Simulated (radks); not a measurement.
Results of a calculation; reference values are marked as such.
All-electron atom: Sb4+ in [Kr] 4d10 5s1.

Code: a radial shooting solver on a logarithmic mesh with Libxc functionals. Model: Dirac Kohn-Sham, PBE, spin-unpolarised, spherical densities, point nucleus.

Energy parts (hartree):
part                        energy
total                  -6480.07733
kinetic                 6838.39039
electron-nucleus      -15661.42891
Hartree                 2512.39355
exchange-correlation    -169.43236

Orbitals (lengths in bohr, moments of r in powers of bohr; r(90%) holds 90 % of the orbital's charge):
orbital  occ.  eigenvalue (hartree)  r(90%)
1s1/2       2             -1114.566  0.0511
2s1/2       2             -170.8982   0.189
2p1/2       2             -159.9807   0.169
2p3/2       4             -150.7259   0.177
3s1/2       2             -34.78154   0.486
3p1/2       2             -30.31987   0.483
3p3/2       4             -28.61196   0.499
3d3/2       4             -20.73622   0.478
3d5/2       6             -20.38128   0.483
4s1/2       2              -7.03879    1.14
4p1/2       2              -5.52870    1.22
4p3/2       4              -5.21206    1.26
4d3/2       4              -2.81574    1.54
4d5/2       6              -2.76890    1.56
5s1/2       1              -1.82907    2.79

The highest occupied level is 5s1/2 at -49.772 eV. The density falls to 0.001 e/bohr^3 at r = 3.13 bohr. Summed over all electrons, <r^2> = 24.83 bohr^2, which gives a Langevin (diamagnetic) susceptibility term of -19.7 x 10^-6 cm^3/mol.
